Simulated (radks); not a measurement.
The numbers below are computed, except where a source is named.
Pr, 59 electrons, occupied as [Xe] 4f3 6s2 (the NIST ground configuration).

Code: a radial shooting solver on a logarithmic mesh with Libxc functionals. Model: Dirac Kohn-Sham, LDA (Slater exchange, VWN5 correlation), spin-unpolarised, spherical densities, finite nucleus; open shells fill j = l - 1/2 first; Fermi nuclear charge, rms radius 4.8919 fm.

Energy parts (eV):
total: -251309.52
kinetic: 270213.55
electron-nucleus: -613391.42
Hartree: 97579.81
exchange-correlation: -5711.46

Orbitals (lengths in bohr, moments of r in powers of bohr; <r^-3> diverges for s and p1/2; r(90%) holds 90 % of the orbital's charge):
| orbital | occ. | eigenvalue (eV) | r(90%) | <r^4> | <r^-3> | <r> |
|---|---|---|---|---|---|---|
| 1s1/2 | 2 | -41731.99 | 0.0435 | 1.650e-06 | - | 0.02411 |
| 2s1/2 | 2 | -6711.813 | 0.159 | 0.0002697 | - | 0.1027 |
| 2p1/2 | 2 | -6346.582 | 0.142 | 0.0001690 | - | 0.08608 |
| 2p3/2 | 4 | -5864.956 | 0.150 | 0.0002124 | 7504 | 0.09239 |
| 3s1/2 | 2 | -1447.301 | 0.400 | 0.01092 | - | 0.2724 |
| 3p1/2 | 2 | -1291.529 | 0.394 | 0.01011 | - | 0.2619 |
| 3p3/2 | 4 | -1196.159 | 0.411 | 0.01201 | 1527 | 0.2743 |
| 3d3/2 | 4 | -923.1560 | 0.384 | 0.009089 | 251.8 | 0.2453 |
| 3d5/2 | 6 | -902.5770 | 0.389 | 0.009592 | 228.2 | 0.2492 |
| 4s1/2 | 2 | -287.1106 | 0.896 | 0.2801 | - | 0.6229 |
| 4p1/2 | 2 | -228.8177 | 0.933 | 0.3274 | - | 0.6405 |
| 4p3/2 | 4 | -208.1534 | 0.974 | 0.3888 | 331.5 | 0.6688 |
| 4d3/2 | 4 | -112.2519 | 1.09 | 0.6013 | 45.29 | 0.7221 |
| 4d5/2 | 6 | -108.6295 | 1.10 | 0.6358 | 40.58 | 0.7323 |
| 4f5/2 | 3 | -1.5235 | 2.15 | 21.17 | 4.317 | 1.198 |
| 4f7/2 | 0 | -1.1836 | 2.22 | 26.34 | 4.157 | 1.228 |
| 5s1/2 | 2 | -39.0264 | 2.17 | 9.741 | - | 1.507 |
| 5p1/2 | 2 | -23.4692 | 2.51 | 17.19 | - | 1.707 |
| 5p3/2 | 4 | -20.6429 | 2.65 | 21.42 | 44.74 | 1.800 |
| 6s1/2 | 2 | -3.5830 | 6.55 | 784.5 | - | 4.443 |

The highest occupied level is 4f5/2 at -1.524 eV. The electron density at the nucleus is 4.152e+05 e/bohr^3. For comparison, the ionisation energy in NIST's Atomic Spectra Database is 5.470 eV (semi-empirical). In exact Kohn-Sham theory the highest level is minus the ionisation energy, but local and semilocal functionals leave it too shallow, through self-interaction and a potential that decays too fast; potentials with the right tail come closer. The density falls to 0.001 e/bohr^3 at r = 5.37 bohr. Summed over all electrons, <r^2> = 89.09 bohr^2, which gives a Langevin (diamagnetic) susceptibility term of -70.6 x 10^-6 cm^3/mol.

Beside tabulated values, note that spin-unpolarised runs miss the spin-polarisation part of the exchange energy of open shells.
